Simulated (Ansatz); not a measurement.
Consider the redistribution: `OBO` + `[NH2][Al]([OH])[F]` → `OB(O)F` + `[NH2][AlH][OH]`.

Calculated with Ansatz (gas phase, PBE0-D4/def2-TZVP geometries, no zero-point term in ΔE). CBS: MP2 limit from def2 TZ/QZ plus the TZ coupled-cluster correction, frozen cores. This one scheme is used for every species. Functionals use def2-TZVPP. B3LYP here is the variant with VWN-RPA as its local correlation; programs differ in this. Each species was taken in one conformer, which may not be the lowest.

| level | ΔE (eV) |
| --- | --- |
| PBE0-D4 | 0.38 |
| B3LYP-D4 | 0.44 |
| ωB97M-V | 0.41 |
| B2PLYP | 0.46 |
| PBE | 0.40 |
| HF/def2-QZVPP | 0.37 |
| SCS-MP2/def2-QZVPP | 0.52 |
| HF/CBS(def2) | 0.37 |

Q: What does CCSD(T)/CBS give? (Estimate.)

A: Ansatz gave: +0.49 eV. The listed levels differ from it by -0.11, -0.05, -0.08, -0.03, -0.09, -0.12, 0.03, -0.12 eV.

Largest T1 diagnostic among the species: 0.013.

In def2-TZVPP, CCSD(T) changes the Hartree–Fock value by +0.09 eV (the triples alone add +0.01 eV) and MP2 by +0.15 eV.
